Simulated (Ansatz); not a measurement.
`C=N[CH2][GaH][OH]`, charge 0, multiplicity 1.

**Question.** Give a relaxed structure at PBE0-D4/def2-TZVP (Ansatz). (An estimate is asked.)

**Answer.** Ansatz gave: 
Cartesian coordinates in Å:
```
C 1.7146 0.3378 0.8324
N 0.9573 0.5135 -0.1601
C -0.4091 0.8773 0.0593
Ga -1.5591 -0.6255 -0.5604
O -0.6830 -1.9571 -1.3648
H 1.3857 0.4812 1.8713
H 2.7466 0.0326 0.6689
H -0.6650 1.7274 -0.5829
H -0.6399 1.1570 1.0995
H -3.1031 -0.7913 -0.4344
H 0.2550 -1.7527 -1.4288
```
This is one stationary point; other conformers may exist.
